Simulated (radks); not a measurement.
Values are calculated unless marked as measured or tabulated.
Task: F, configuration [He] 2s2 2p5 (the NIST ground configuration). Code: a radial shooting solver on a logarithmic mesh with Libxc functionals. Model: non-relativistic Kohn-Sham, PBE, spin-polarised, spherical densities, point nucleus; open shells are filled with parallel spins first. Some entries of the table are withheld. Estimate them.

orbital  occ.  eigenvalue (eV)  <1/r> (bohr^-1)
1s up       1              (1)            8.611
1s down     1              (2)            8.617
2s up       1         -30.5910            1.464
2s down     1         -28.8874            1.448
2p up       3         -11.8637            1.284
2p down     2         -10.2351            1.255

Result: 
(1) 1s up eigenvalue (eV): -662.8873
(2) 1s down eigenvalue (eV): -662.1783
